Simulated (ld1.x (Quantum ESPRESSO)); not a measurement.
# Plane-wave convergence, TM potential for lead

ld1.x (Quantum ESPRESSO) 7.5 input, shortened:

```
&input
   title='Pb', zed=82., rel=1, dft='PBE', iswitch=3,
   config='[Xe] 4f14 5d10 6s2 6p2'
 /
 &inputp
   pseudotype=2, tm=.true., lloc=2,
   nlcc=.false.
 /
3
6S  1  0   2.00   0.00  1.80  1.80  0.0
6P  2  1   2.00   0.00  2.20  2.20  0.0
5D  3  2  10.00   0.00  2.10  2.10  0.0
 &test
   configts(1)='5d10 6s2 6p2'
 /
```

The pseudo-atom Hamiltonian at the reference potential is diagonalised in spherical Bessel functions j_l(qr) that vanish at 20 bohr, with q² up to the cutoff. All-electron valence levels (Ry): 6s -0.8849, 6p -0.2571, 5d -1.5565.

Problem. How do the lowest levels (Ry) of each channel move with the cutoff, and are there ghosts?

Solution.

```json
{"cutoff (Ry)": "8", "s #1": "-0.8639", "s #2": "-0.4039", "s #3": "-0.0362", "p #1": "-0.2536", "p #2": "0.0217", "d #1": "-0.1859", "d #2": "0.0547", "f #1": "0.1025", "f #2": "0.2209", "Σ f·Δε (mRy)": "13754.7"}
{"cutoff (Ry)": "12", "s #1": "-2.6039", "s #2": "-0.8631", "s #3": "-0.0418", "p #1": "-0.2565", "p #2": "0.0215", "d #1": "-0.5625", "d #2": "0.0492", "f #1": "0.1025", "f #2": "0.2208", "Σ f·Δε (mRy)": "9985.0"}
{"cutoff (Ry)": "21", "s #1": "-5.3543", "s #2": "-0.8799", "s #3": "-0.0420", "p #1": "-0.2581", "p #2": "-0.1568", "d #1": "-1.2444", "d #2": "0.0458", "f #1": "0.1025", "f #2": "0.2208", "Σ f·Δε (mRy)": "3133.2"}
{"cutoff (Ry)": "30", "s #1": "-5.8923", "s #2": "-0.8839", "s #3": "-0.0421", "p #1": "-0.9567", "p #2": "-0.2570", "d #1": "-1.4788", "d #2": "0.0450", "f #1": "0.1025", "f #2": "0.2208", "Σ f·Δε (mRy)": "779.5"}
{"cutoff (Ry)": "45", "s #1": "-5.9623", "s #2": "-0.8844", "s #3": "-0.0421", "p #1": "-1.1054", "p #2": "-0.2570", "d #1": "-1.5546", "d #2": "0.0447", "f #1": "0.1025", "f #2": "0.2208", "Σ f·Δε (mRy)": "20.0"}
{"cutoff (Ry)": "55", "s #1": "-5.9649", "s #2": "-0.8848", "s #3": "-0.0421", "p #1": "-1.1076", "p #2": "-0.2571", "d #1": "-1.5563", "d #2": "0.0447", "f #1": "0.1025", "f #2": "0.2208", "Σ f·Δε (mRy)": "2.1"}
{"cutoff (Ry)": "80", "s #1": "-5.9663", "s #2": "-0.8849", "s #3": "-0.0422", "p #1": "-1.1081", "p #2": "-0.2571", "d #1": "-1.5564", "d #2": "0.0447", "f #1": "0.1025", "f #2": "0.2208", "Σ f·Δε (mRy)": "0.8"}
{"cutoff (Ry)": "100", "s #1": "-5.9663", "s #2": "-0.8849", "s #3": "-0.0422", "p #1": "-1.1084", "p #2": "-0.2571", "d #1": "-1.5565", "d #2": "0.0447", "f #1": "0.1025", "f #2": "0.2208", "Σ f·Δε (mRy)": "0.1"}
{"cutoff (Ry)": "400", "s #1": "-5.9664", "s #2": "-0.8849", "s #3": "-0.0422", "p #1": "-1.1084", "p #2": "-0.2571", "d #1": "-1.5565", "d #2": "0.0447", "f #1": "0.1025", "f #2": "0.2208", "Σ f·Δε (mRy)": "0.0"}
```

Result: ghost states, extra bound levels that the all-electron valence spectrum of the same l lacks: s at -81.2 eV, p at -15.1 eV (a true bound ghost makes a file unfit for plane-wave use); 10 mRy is reached at 50 Ry and 1 mRy at 80 Ry.
